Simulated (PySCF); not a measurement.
Coordinates in bohr (charge 0 multiplicity 5):
```
Ru    0.0000    0.0000   -0.0678
H     0.7644    0.0000    3.4261
H    -0.7644    0.0000    3.4261
```

These are results of UPBE0 in PySCF with Ru def2-TZVP with ECP28, H def2-TZVP; scalar-relativistic core potentials, no spin–orbit coupling; density-fitted integrals, not measurements.

This geometry of RuH2 is a stationary point at this level.

(1) What is the point group?

(2) Is it a minimum?

(3) Give the atomic charges and bond orders.

(4) What is the atomisation energy, with and without zero-point energy?

## Answers

(1) C2v.

(2) Yes: all harmonic wavenumbers are real.

(3) 
```tsv
atom	Mulliken	Löwdin	polar tensor	spin (Mulliken)	Mayer order to Ru1
Ru1	-0.07	-0.16	-0.09	3.99	–
H2,3	0.04	0.08	0.04	0.01	0.28
```
Other Mayer orders above 0.3: H–H 0.70.

(4) 428 kJ/mol without, 398 kJ/mol with.

Only a few start shapes were tried, so a lower isomer may exist. Other spin states or occupations of the open shell can lie lower. At this level a triplet minimum of C2v symmetry lies 91 kJ/mol below this structure.
